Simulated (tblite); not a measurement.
Compound: C3H10NO2Si (doublet state).
SMILES with atom numbers: `[CH2:1][NH:2][Si@@H:3]([OH:4])[O:5][CH2:6][CH3:7]` (hydrogens: H8, H9 on C1; H10 on N2; H11 on Si3; H12 on O4; H13, H14 on C6; H15, H16, H17 on C7)

The geometry is computed with GFN2-xTB (gas phase). This method treats the open shell by occupation alone, without spin polarisation.

Q: What internal coordinates does the optimisation give?

A: 
```
                  bond  length (Å)   order
                 C1–N2       1.371  single
                N2–Si3       1.726  single
                Si3–O4       1.625  single
                Si3–O5       1.624  single
                 O5–C6       1.400  single
                 C6–C7       1.521  single
                 C1–H8       1.069  single
                 C1–H9       1.070  single
                N2–H10       1.008  single
               Si3–H11       1.458  single
                O4–H12       0.954  single
                C6–H13       1.096  single
                C6–H14       1.097  single
C7–H15, C7–H16, C7–H17       1.087  single
```

Bonds in one row agree within 0.01 Å and their mean is given. Orders are formal, as drawn. A selection of angles:
```
     angle  degrees
  N2–C1–H8    117.7
  N2–C1–H9    119.9
  H8–C1–H9    121.0
 C1–N2–Si3    126.7
 C1–N2–H10    113.9
Si3–N2–H10    117.9
 N2–Si3–O4    112.3
 N2–Si3–O5     99.0
N2–Si3–H11    117.6
 O4–Si3–O5    115.6
O4–Si3–H11     99.7
O5–Si3–H11    113.5
Si3–O4–H12    121.7
 Si3–O5–C6    126.3
  O5–C6–C7    109.8
 O5–C6–H13    109.9
 O5–C6–H14    108.8
 C7–C6–H13    110.3
 C7–C6–H14    110.2
H13–C6–H14    107.8
 C6–C7–H15    109.9
H15–C7–H16    108.6
```

Torsions: C1–N2–Si3–O4 48° (synclinal); N2–Si3–O5–C6 -177° (antiperiplanar); Si3–O5–C6–C7 160° (antiperiplanar); H12–O4–Si3–N2 38° (synclinal).

C1 (carbon bonded to N and 2 H) is almost planar (angles 121.0°, 119.9° and 117.7°, sum 358.6°, 0.08 Å off the plane of its three neighbours). N2 (nitrogen bonded to C, Si and H) is almost planar (angles 126.7°, 117.9° and 113.9°, sum 358.5°, 0.09 Å off the plane of its three neighbours). Si3 (silicon bonded to N, 2 O and H) is distorted tetrahedral (angles from 99.0° to 117.6°).

Point group: C1 (no symmetry element, even within 0.4 Å). Its GFN2-xTB frequencies are all real (lowest 27 cm⁻¹). Torsions: H–C1–N2–Si3 -5° and 161°, C1–N2–Si3–O4 48°, N2–Si3–O4–H 38°, N2–Si3–O5–C6 -177°, Si3–O5–C6–C7 160°.

One conformer stands for the species.
